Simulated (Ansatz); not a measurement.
Task: Name a neutral molecule of Cl, F, Ga with HOMO–LUMO gap (PBE0/def2-TZVPP) between 7.90 and 8.20 eV and LUMO energy (PBE/def2-TZVPP) between -3.25 and -2.95 eV (Ansatz, PBE0-D4/def2-TZVP geometry).

Result: `[F][Ga]([F])[Cl]` (7.95 eV, -3.13 eV). Other molecules can fit too; these were computed, each in one conformer that needn't be the lowest.
